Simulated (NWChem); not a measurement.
Molecule: ethylmethylamine (C$_{3}$H$_{9}$N); SMILES CCNC

```xyz
13

C      0.1610     1.9010    -0.0220
C     -0.5014     0.5256     0.0161
N      0.4922    -0.5402    -0.0842
C     -0.0884    -1.8745    -0.0053
H      0.7553     2.0160    -0.9343
H     -0.5899     2.6981     0.0105
H      0.8302     2.0415     0.8369
H     -1.1298     0.4391     0.9258
H     -1.1851     0.4224    -0.8378
H      1.1719    -0.4263     0.6664
H      0.7095    -2.6245    -0.0210
H     -0.7233    -2.0470    -0.8830
H     -0.7112    -2.0507     0.8931
```
Atoms are numbered in this order, from 1.

Computed with NWChem. The geometry was optimised at B3LYP/6-31G* (spherical d). Level SCAN/def2-SVP: energy and gradient on several grids; changes count from the extra-fine grid, which is no exact limit either.

```tsv
grid	size of the energy change (μHa)	largest change of a gradient component (μHa/bohr)	time, medium = 1 (rough)
xcoarse	3000	4000	about 1
coarse	1000	1000	about 1
medium	800	700	about 1
fine	2000	500	about 1
xfine	< 10	< 30	3
```
